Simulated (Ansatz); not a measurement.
# Ligand exchange: Sn(CH3)Br + BH2(NH2) → Sn(CH3)(NH2) + BH2Br

Species: Sn(CH3)Br, singlet; BH2(NH2), singlet; Sn(CH3)(NH2), singlet; BH2Br `BBr`, singlet. The partners trade Br for NH2: Sn–Br and B–NH2 bonds give way to Sn–NH2 and B–Br.

Shapes, held fixed at every level: PBE0-D4/def2-TZVP. Flexible molecules stand in one conformer, not always the lowest. Programs: Ansatz 0.2.0. The zero-point and thermal change to 298 K, harmonic and unscaled (PBE0-D4/def2-TZVP), is -7.4 kJ/mol.

```json
{"level": "PBE-D4/def2-TZVPP", "kind": "GGA", "ΔH(298 K) (kJ/mol)": "+161.5", "less CCSD(T)/def2-TZVPP": "+10.6"}
{"level": "B3LYP-D4/def2-TZVPP", "kind": "global hybrid", "ΔH(298 K) (kJ/mol)": "+167.8", "less CCSD(T)/def2-TZVPP": "+16.9"}
{"level": "r2SCAN0-D4/def2-TZVPP", "kind": "global hybrid", "ΔH(298 K) (kJ/mol)": "+166.9", "less CCSD(T)/def2-TZVPP": "+16.0"}
{"level": "wB97M-V/def2-TZVPP", "kind": "range-separated hybrid", "ΔH(298 K) (kJ/mol)": "+163.8", "less CCSD(T)/def2-TZVPP": "+12.9"}
{"level": "MP2/def2-SVP", "kind": "perturbation theory", "ΔH(298 K) (kJ/mol)": "+169.7", "less CCSD(T)/def2-TZVPP": "+18.8"}
{"level": "CCSD/def2-TZVPP", "kind": "coupled cluster or CI", "ΔH(298 K) (kJ/mol)": "+154.4", "less CCSD(T)/def2-TZVPP": "+3.5"}
{"level": "CCSD(T)/def2-TZVPP", "kind": "coupled cluster or CI", "ΔH(298 K) (kJ/mol)": "+150.9", "less CCSD(T)/def2-TZVPP": "0.0"}
```

The highest level, CCSD(T)/def2-TZVPP, gives ΔH(298 K) = +150.9 kJ/mol; the levels span +150.9 to +169.7. The column of differences is taken from that level and isn't an error. No measured value is set beside it here. For atoms past krypton def2 sets carry core potentials with scalar relativity. Relativity is left out for Br unless named. Correlated rows may include outer-core shells of Br, Sn, which these sets cover unevenly.
